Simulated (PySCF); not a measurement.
C2H10N2OSi.

```xyz
16

C     -1.4420    -1.5135    -0.6563
C     -1.0865    -0.0804    -0.2684
N     -1.5141     0.3222     1.0886
Si     0.7613     0.3888    -0.4247
N      1.7787    -0.9623    -0.0562
O      0.8638     1.6938     0.6097
H     -1.1405    -1.7346    -1.6939
H     -2.5277    -1.7014    -0.5741
H     -0.9168    -2.2399    -0.0132
H     -1.5993     0.6130    -0.9638
H     -1.2057    -0.3773     1.7682
H     -2.5340     0.3311     1.1554
H      1.1388     0.7757    -1.8132
H      2.7081    -0.9929    -0.4651
H      1.8122    -1.3329     0.8899
H      0.0145     1.7099     1.0997
```
Charge 0, spin multiplicity 1.

Coordinates come from a r2SCAN-D4/def2-SVP optimisation. The structure was generated by enumeration; whether it is a known compound was not checked. The values are those of a single conformer.

Calculation: PBE/pcSseg-1 in PySCF. Non-relativistic, no solvent.

Computed absolute GIAO shielding of each atom: isotropic value and principal components (ppm):
```json
[
 {"atom": "C1", "σ(iso)": "155.3", "σ11": "139.7", "σ22": "149.6", "σ33": "176.5", "span": "36.8"},
 {"atom": "C2", "σ(iso)": "138.6", "σ11": "117.2", "σ22": "139.8", "σ33": "158.9", "span": "41.7"},
 {"atom": "N3", "σ(iso)": "207.9", "σ11": "184.5", "σ22": "208.2", "σ33": "230.9", "span": "46.3"},
 {"atom": "Si4", "σ(iso)": "356.3", "σ11": "304.7", "σ22": "375.1", "σ33": "389.2", "span": "84.6"},
 {"atom": "N5", "σ(iso)": "231.4", "σ11": "203.4", "σ22": "228.7", "σ33": "262.2", "span": "58.8"},
 {"atom": "O6", "σ(iso)": "255.7", "σ11": "207.1", "σ22": "255.3", "σ33": "304.8", "span": "97.8"},
 {"atom": "H7", "σ(iso)": "29.8", "σ11": "25.6", "σ22": "27.5", "σ33": "36.3", "span": "10.7"},
 {"atom": "H8", "σ(iso)": "30.0", "σ11": "26.4", "σ22": "27.6", "σ33": "36.0", "span": "9.5"},
 {"atom": "H9", "σ(iso)": "30.1", "σ11": "26.1", "σ22": "29.8", "σ33": "34.3", "span": "8.2"},
 {"atom": "H10", "σ(iso)": "29.1", "σ11": "25.6", "σ22": "28.0", "σ33": "33.8", "span": "8.1"},
 {"atom": "H11", "σ(iso)": "31.4", "σ11": "25.6", "σ22": "29.7", "σ33": "38.9", "span": "13.3"},
 {"atom": "H12", "σ(iso)": "30.3", "σ11": "23.6", "σ22": "27.2", "σ33": "40.0", "span": "16.5"},
 {"atom": "H13", "σ(iso)": "26.5", "σ11": "23.1", "σ22": "24.3", "σ33": "32.2", "span": "9.0"},
 {"atom": "H14", "σ(iso)": "30.2", "σ11": "24.0", "σ22": "25.7", "σ33": "41.0", "span": "17.0"},
 {"atom": "H15", "σ(iso)": "31.1", "σ11": "24.7", "σ22": "27.5", "σ33": "41.0", "span": "16.2"},
 {"atom": "H16", "σ(iso)": "26.3", "σ11": "15.5", "σ22": "25.3", "σ33": "38.1", "span": "22.6"}
]
```
